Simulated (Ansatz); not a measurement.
GeH4O (SMILES [OH][GeH3]) moved off its minimum; all values from Ansatz (an electronic-structure program), cores frozen in correlated methods.
(charge 0, multiplicity 1)
```xyz
6

Ge    -0.3103     0.0034    -0.0736
O      1.5161    -0.4391    -0.4687
H     -0.6728    -0.2738     1.3802
H     -1.3443    -0.8778    -0.8871
H     -0.6258     1.5490    -0.1377
H      1.8782     0.1200     0.2091
```

```csv
level,largest force (eV/Å),on atom,rms difference from CCSD(T)/aug-cc-pVTZ (eV/Å),dipole (D)
HF/def2-TZVPP,4.00,O2,0.533,1.88
PBE/def2-TZVPP,2.69,O2,0.168,1.52
r2SCAN/def2-TZVPP,3.01,O2,0.071,1.59
B3LYP/def2-TZVPP,2.86,O2,0.073,1.64
wB97M-V/def2-TZVPP,3.13,O2,0.120,1.68
MP2/aug-cc-pVTZ,2.99,O2,0.075,1.65
CCSD(T)/aug-cc-pVTZ,2.98,O2,0.000,1.66
```

The differences count from one level among others, with limits of its own. Forces at CCSD(T)/aug-cc-pVTZ (eV/Å):

```json
[
 {"atom": "Ge1", "Fx": "0.394", "Fy": "-0.378", "Fz": "-0.674"},
 {"atom": "O2", "Fx": "-2.955", "Fy": "0.363", "Fz": "0.118"},
 {"atom": "H3", "Fx": "0.305", "Fy": "-0.330", "Fz": "0.536"},
 {"atom": "H4", "Fx": "0.766", "Fy": "0.432", "Fz": "-0.016"},
 {"atom": "H5", "Fx": "0.382", "Fy": "-0.449", "Fz": "-0.463"},
 {"atom": "H6", "Fx": "1.108", "Fy": "0.362", "Fz": "0.499"}
]
```
